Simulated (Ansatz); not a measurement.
Frontier orbitals of C$_{3}$H$_{4}$BrF, SMILES `C=C(Br)CF`.

Cartesian coordinates in Å:
```
C 0.194 0.710 -1.200
C 0.336 -0.221 -0.277
Br 1.546 -1.660 -0.476
C -0.398 -0.297 1.020
F -1.272 0.755 1.150
H -0.514 1.513 -1.034
H 0.763 0.699 -2.119
H -0.965 -1.232 1.079
H 0.310 -0.267 1.856
```

Total charge 0; spin multiplicity 1. Correlated methods include outer-core shells of Br, which these sets cover unevenly. Scalar relativity is left out up to krypton. The structure was optimised at the PBE0-D4/def2-TZVP level. It is one conformer, not always the lowest. Basis def2-TZVPP, Ansatz.

Orbital energies of one run (eV). Highest occupied ones, from the top: -6.39, -7.24, -7.91, -8.59, -9.02, -9.57, -10.78, -12.22, -12.42, -12.75, -13.88, -17.69, -18.72, -21.31. Empty: -1.31, -1.06, 0.69, 1.33, 1.79, 2.31.

(1) Which functional gave them?
A. BHLYP
B. ωB97X-V
C. PBE
D. B3LYP

Results:

(1) C. HOMO energies: PBE -6.39, B3LYP -7.32, BHLYP -8.55, ωB97X-V -9.85 eV.

B3LYP here is the variant with VWN-RPA as its local correlation; programs differ in this.
